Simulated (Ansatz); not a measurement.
Species: CAuClO (charge +1, doublet). The spin state was set by rule; other spins were not relaxed. 
Structure (B3LYP-D3(BJ)/def2-TZVP (Ansatz, a first-principles code) minimum search):
```xyz
4

Au     0.0460     0.0191     0.0372
Cl    -0.3172     1.5653    -1.5819
O      0.1366    -2.3790     2.0125
C      0.1114    -1.5146     1.3090
```
Charge +1, spin multiplicity 2.

Parts of the frozen-core correlation energy in def2-SVP (Ansatz, hartree). Frozen orbitals: 11; correlated occupied orbitals by spin: 14 and 13; virtual: 53 and 54. Open shells are spin-unrestricted. No spin-orbit coupling. In def2 rows, elements after Kr have scalar-relativistic effective core potentials.

```
term                            value
-------------------------  ----------
reference (HF)             -706.51530
MP2 opposite-spin                   ?
MP2 same-spin                       ?
CCSD correlation                    ?
(T)                          -0.02089
T1 diagnostic                   0.023
largest doubles amplitude       0.043
<S^2> of the reference          0.757
```

Question: Complete the blanks.

Answer: 
- MP2 opposite-spin, value: -0.47183
- MP2 same-spin, value: -0.20808
- CCSD correlation, value: -0.68213
